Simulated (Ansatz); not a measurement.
C$_{8}$H$_{10}$S, SMILES `CCSc1ccccc1` from Hartree–Fock to CCSD(T)

| atom | x (Å) | y (Å) | z (Å) |
| --- | --- | --- | --- |
| C1 | 2.5938 | -0.9995 | -0.1283 |
| C2 | 1.6191 | -1.4809 | -1.1842 |
| S3 | 0.6089 | -0.1786 | -1.9140 |
| C4 | -0.4545 | 0.3228 | -0.6086 |
| C5 | -0.7209 | -0.4369 | 0.5269 |
| C6 | -1.6096 | 0.0291 | 1.4843 |
| C7 | -2.2508 | 1.2465 | 1.3220 |
| C8 | -1.9904 | 2.0032 | 0.1878 |
| C9 | -1.0957 | 1.5522 | -0.7658 |
| H10 | 2.0737 | -0.5431 | 0.7155 |
| H11 | 3.2741 | -0.2546 | -0.5441 |
| H12 | 3.1876 | -1.8357 | 0.2518 |
| H13 | 2.1508 | -1.8941 | -2.0452 |
| H14 | 0.9713 | -2.2786 | -0.8130 |
| H15 | -0.2444 | -1.3977 | 0.6724 |
| H16 | -1.8029 | -0.5736 | 2.3648 |
| H17 | -2.9449 | 1.6048 | 2.0728 |
| H18 | -2.4811 | 2.9598 | 0.0472 |
| H19 | -0.8841 | 2.1549 | -1.6423 |

Charge 0, multiplicity 1. Geometry: relaxed with PBE0-D4/def2-TZVP. It is one conformer, not always the lowest. Frozen core, restricted reference, the Gaussian-basis code of Ansatz. CBS rows extrapolate triple and quadruple zeta; past MP2 they add the triple-zeta difference.

| basis | HF (Eh) | MP2 corr. |
| --- | --- | --- |
| def2-SVP | -705.94308 | -1.20132 |
| def2-TZVPP | -706.41875 | -1.47518 |
| def2-QZVPP | -706.44319 | -1.57245 |

(1) Estimate the CCSD correlation energy and the (T) correction in each basis where they were run (hartree).

## Answers

(1) 
| basis | CCSD corr. | (T) |
| --- | --- | --- |
| def2-SVP | -1.27241 | -0.05218 |
| def2-TZVPP | -1.52647 | -0.07871 |
| CBS(def2) | -1.69579 | as TZ |
